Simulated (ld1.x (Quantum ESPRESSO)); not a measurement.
**How hard is this phosphorus (P) TM potential?**

```
Element                 : P
Generator               : ld1.x (Quantum ESPRESSO) 7.5
Type                    : norm-conserving Troullier–Martins (Kleinman–Bylander form)
Functional              : PW91
Relativity              : non-relativistic
Frozen core             : [Ne]
Valence charge          : 5
Reference configuration : 3s2 3p3
Partial waves           : 3s (bound): rc 1.45 bohr; 3p (bound): rc 1.40 bohr; 3d channel at -0.15 Ry: rc 1.20 bohr
Local potential         : the d channel
Core correction         : none
```

The pseudo-atom Hamiltonian at the reference potential is diagonalised in spherical Bessel functions j_l(qr) that vanish at 20 bohr, with q² up to the cutoff. All-electron valence levels (Ry): 3s -1.0247, 3p -0.4086.

Problem. How do the lowest levels (Ry) of each channel move with the cutoff, and are there ghosts?

Solution.

```tsv
cutoff (Ry)	s #1	p #1	d #1	d #2	f #1	f #2	Σ f·Δε (mRy)
8	-0.9742	-0.4031	0.0676	0.1397	0.1190	0.2446	117.2
12	-1.0045	-0.4056	0.0674	0.1387	0.1190	0.2446	49.2
18	-1.0210	-0.4058	0.0672	0.1380	0.1190	0.2446	15.5
25	-1.0238	-0.4059	0.0672	0.1376	0.1190	0.2446	9.5
40	-1.0242	-0.4070	0.0670	0.1370	0.1190	0.2446	5.5
50	-1.0245	-0.4080	0.0670	0.1369	0.1190	0.2446	1.9
60	-1.0246	-0.4083	0.0670	0.1368	0.1190	0.2446	0.9
80	-1.0246	-0.4084	0.0670	0.1368	0.1190	0.2446	0.6
400	-1.0247	-0.4085	0.0670	0.1368	0.1190	0.2446	0.0
```

Result: ghost state, extra bound levels that the all-electron valence spectrum of the same l lacks: s at -12.5 eV (a true bound ghost makes a file unfit for plane-wave use); 10 mRy is reached at 25 Ry and 1 mRy at 60 Ry.

6 of 7 tests not solved or not reliable.
